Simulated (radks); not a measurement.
Task: The arsenic ion As+, configuration [Ar] 3d10 4s2 4p2. Method: scalar-relativistic Kohn-Sham, r2SCAN, spin-unpolarised, spherical densities, finite nucleus; meta-GGA in the generalised Kohn-Sham scheme; Fermi nuclear charge, rms radius 4.0968 fm; computed with a radial shooting solver on a logarithmic mesh with Libxc functionals. Some entries of the table are withheld. Estimate them.

orbital  occ.  eigenvalue (eV)  <r^2> (bohr^2)
1s          2              (1)        0.002788
2s          2        -1509.436             (2)
2p          6        -1322.727         0.03846
3s          2        -205.6376          0.4108
3p          6        -147.1431             (3)
3d         10         -51.4064          0.5774
4s          2              (4)           4.081
4p          2         -13.4599           6.086

Result: 
(1) 1s eigenvalue (eV): -11761.67
(2) 2s <r^2> (bohr^2): 0.04838
(3) 3p <r^2> (bohr^2): 0.4462
(4) 4s eigenvalue (eV): -23.8909
